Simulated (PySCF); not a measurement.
A structure optimised at PBE0-D3(BJ)/def2-SVP, used in a PySCF frequency run:

```
C
C 1 1.3408
H 2 1.0946 1 122.03
H 2 1.0977 3 116.41 1 -179.89
C 1 1.5026 2 121.98 3 -179.94
H 5 1.1012 1 111.89 2 0.73
H 5 1.1032 6 108.07 1 -122.68
H 5 1.1032 6 107.88 7 -114.58
Si 1 1.8827 2 119.71 3 0.31
H 9 1.4963 1 108.60 2 -1.67
H 9 1.5001 10 108.48 3 119.96
C 9 1.8816 10 110.47 11 119.03
H 12 1.1008 9 110.69 10 61.15
H 12 1.1009 13 108.24 9 121.75
H 12 1.1011 13 108.14 14 116.53
```
Charge 0, spin multiplicity 1.

### Question
Write its SMILES and formula.

### Answer
C=C(C)[SiH2]C, C4H10Si

### Question
What are its rotational constants (standard atomic weights)?

### Answer
5.7961, 2.5112, 2.0644 GHz
